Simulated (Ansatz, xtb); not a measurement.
# Two isomers of C4H9AlFN

Structure a: `C=[C]([AlH][F])N(C)C`, a singlet. Structure b: `C[NH][Al]([F])[CH]1CC1`, a singlet. Both are isolated molecules in the gas phase, relaxed with B3LYP-D3(BJ)/def2-SVP, each in the lowest conformer that the search found.

a (Å):

| atom | x (Å) | y (Å) | z (Å) |
| --- | --- | --- | --- |
| C | 0.6030 | 1.4998 | -0.5758 |
| C | -0.1216 | 0.4039 | -0.9477 |
| C | 1.0981 | 0.1302 | -3.0377 |
| C | -0.4384 | -1.6324 | -2.2759 |
| Al | -1.4538 | 0.0379 | 0.4162 |
| F | -2.5895 | -1.1786 | 0.2178 |
| N | 0.0388 | -0.2709 | -2.1402 |
| H | 1.4127 | 1.9361 | -1.1690 |
| H | 0.3798 | 2.0091 | 0.3661 |
| H | -1.5147 | 0.8626 | 1.7537 |
| H | 2.1087 | -0.0667 | -2.6228 |
| H | 1.0327 | 1.2089 | -3.2543 |
| H | 1.0043 | -0.4147 | -3.9880 |
| H | -1.3294 | -1.7879 | -1.6524 |
| H | 0.3225 | -2.3838 | -1.9771 |
| H | -0.7171 | -1.8396 | -3.3221 |

b (Å):

```xyz
16

C    -0.5841    1.8002    0.5633
C     0.6583   -0.4471   -2.2577
C     0.6532   -0.8570   -3.7304
C     1.2881   -1.7596   -2.7248
Al   -0.9712   -0.4540   -1.2317
F    -2.1154   -1.6284   -1.5678
N    -1.3733    0.6905    0.0593
H    -1.0913    2.7766    0.4430
H     0.3704    1.8691    0.0164
H    -0.3300    1.6940    1.6353
H    -2.2634    0.6011    0.5437
H     1.3929    0.3327   -2.0212
H    -0.2919   -1.1711   -4.1851
H     1.3059   -0.3018   -4.4107
H     2.3800   -1.8288   -2.7095
H     0.7837   -2.7002   -2.4811
```

Quicker runs give these differences E(b) − E(a): GFN2-xTB −2.0 kcal/mol; HF/STO-3G −43.2 kcal/mol (at GFN2-xTB geometries); r2SCAN-D4/def2-SVP −26.0 kcal/mol (at GFN2-xTB geometries).

Q: Estimate E(b) − E(a) at the level CCSD(T)/def2-SVP + ΔMP2/def2-TZVPP.

A: Calculated at CCSD(T)/def2-SVP + ΔMP2/def2-TZVPP: E(b) − E(a) = −27.3 kcal/mol, so structure b lies lower.

Level by level:

```
                             level               geometry  E(b) − E(a) (kcal/mol)  departure from the last row (kcal/mol)  job, with rough time for the two
                          GFN2-xTB               GFN2-xTB                      −2.0                                   +25.3              optimisation, 0.38 s
                         HF/STO-3G               GFN2-xTB                     −43.2                                   −16.0              single point, 0.28 s
                r2SCAN-D4/def2-SVP               GFN2-xTB                     −26.0                                    +1.3               single point, 3.4 s
             B3LYP-D3(BJ)/def2-SVP  B3LYP-D3(BJ)/def2-SVP                     −20.8                                    +6.5                optimisation, 45 s
                       HF/def2-SVP  B3LYP-D3(BJ)/def2-SVP                     −27.6                                    −0.3           part of the CCSD(T) run
                      MP2/def2-SVP  B3LYP-D3(BJ)/def2-SVP                     −28.4                                    −1.1           part of the CCSD(T) run
                  CCSD(T)/def2-SVP  B3LYP-D3(BJ)/def2-SVP                     −25.4                                    +1.9                      single point
CCSD(T)/def2-SVP + ΔMP2/def2-TZVPP  B3LYP-D3(BJ)/def2-SVP                     −27.3                                                        single point, 59 s
```

As drawn, b has 1 Al–N, 3 C–C, 1 N–H in place of 1 C=C, 2 C–N, 1 Al–H. Structure a has no ring, b a 3-membered ring.

The levels shown agree on the order. The largest departure from CCSD(T)/def2-SVP + ΔMP2/def2-TZVPP is that of GFN2-xTB, 25.3 kcal/mol. The last row adds to CCSD(T) the change of the MP2 difference between the two basis sets, here −1.9 kcal/mol.

With thermal terms from frequencies at re-optimised GFN2-xTB minima (ideal gas, soft modes damped towards free rotors, one conformer each, 298.15 K, 1 atm): the zero-point term adds +2.8 kcal/mol; ΔH is −24.5 and ΔG −25.1 kcal/mol.

The correlated steps freeze 11 core orbitals. Run with Ansatz 0.2.0, xtb 6.7.1; the last row on 4 threads of Arm Neoverse V2 on a shared host.
